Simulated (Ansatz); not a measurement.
A search over several starts for the lowest SCF solution of CH₇GeN⁺, that is GeH3(NHMe) with one electron fewer at the given spin, in a small basis.

```yaml
crystal:
  periodic: [false, false, false]
  atoms:
    - {symbol: Ge, position_ang: [0.519895, 1.014313, 0.889564]}
    - {symbol: H, position_ang: [0.751057, 0.921802, 2.407531]}
    - {symbol: H, position_ang: [1.831014, 1.302805, 0.135057]}
    - {symbol: H, position_ang: [-0.475098, 2.168058, 0.593506]}
    - {symbol: N, position_ang: [-0.069988, -0.635410, 0.346639]}
    - {symbol: C, position_ang: [-0.400923, -0.870459, -1.039165]}
    - {symbol: H, position_ang: [-0.737572, -1.059236, 0.983435]}
    - {symbol: H, position_ang: [-1.328832, -0.375386, -1.394287]}
    - {symbol: H, position_ang: [0.418891, -0.515932, -1.686197]}
    - {symbol: H, position_ang: [-0.508444, -1.950534, -1.236084]}
basis:
  gaussian: {orbitals: def2-SVP}
total_charge: 1
magnetization: {spin_polarized: true, initial_magnetization: 1}
hamiltonian: {xc: pbe0, dispersion: d4}
output: {orbitals: {seedname: orbitals}}
```

```sh
$ ansatz run in.yaml --threads 4 --pin off --events-out ev --progress --plain --max-ram 3916MiB
```

Shortened log:

```
Functional definition: PBE0
965 factors; integrals over basis functions are off by at most 1.3e-3 eV
mean field evaluation 1: about -59114.4545 eV, gradient 5.5e1 eV
mean field evaluation 2: about -59058.8456 eV, gradient 1.0e2 eV
mean field evaluation 4: about -59130.0273 eV, gradient 1.3e1 eV
mean field evaluation 8: about -59130.9513 eV, gradient 4.7e-1 eV
mean field evaluation 16: about -59131.0978 eV, gradient 2.0e-3 eV
mean field -59131.09782219 eV, -2173.0277644680 hartree, gradient 2.4e-5 eV, S^2 0.756458; 0 other end points of the search recorded, 0 dependent functions left out
reference -59131.09784732 eV, -2173.0277653912 hartree; 26, 25 occupied and 69, 70 virtual orbitals, 965 factors
Total energy: -59131.20567394 eV, -2173.0317279465 hartree
```

Run time 1.9 s (4 threads of Arm Neoverse V1 on a shared host).
